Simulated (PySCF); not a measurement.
## Fractional electron number in Os²⁺ (osmium, charge +2)

The 5d beta orbital of [Xe] 4f14 5d6 is emptied in steps (occupation f), with all orbitals relaxed, ending at [Xe] 4f14 5d5. Computed with PySCF 2.14 in aug-cc-pVTZ-PP with ECP60MDF, with a scalar-relativistic core potential. The exact energy is a straight line in f; departures are measured from the line between the end points of the same method.

| f | BHandHLYP (eV) | HSE06 (eV) |
| --- | --- | --- |
| 1 | 0.000 | 0.000 |
| 0.75 | -0.437 | -0.781 |
| 0.5 | -0.592 | -1.042 |
| 0.25 | -0.453 | -0.781 |
| 0 | 0.000 | 0.000 |

Question: For BHandHLYP, how does the orbital energy at f = 1 compare with the removal energy?

Answer: −ε = 24.338 eV against a total-energy difference of 26.631 eV. By Janak's theorem ε = ∂E/∂f, so the gap between them reflects the curvature. Along the path −ε is 25.439 (f = 0.75), 26.589 (f = 0.5), 27.800 (f = 0.25) eV.

| method | E(f=0) − E(f=1) (eV) | −ε at f=1 (eV) | −ε at f=0.5 (eV) |
| --- | --- | --- | --- |
| BHandHLYP | 26.631 | 24.338 | 26.589 |
| HSE06 | 26.727 | 22.572 | 26.726 |

Reference removal energy between the ground levels: 25 ± 1.6 eV (theoretical estimate listed by NIST; NIST Atomic Spectra Database, ionization energies). The calculation has no spin-orbit coupling. The determinant left behind need not be the lowest term of the ion.
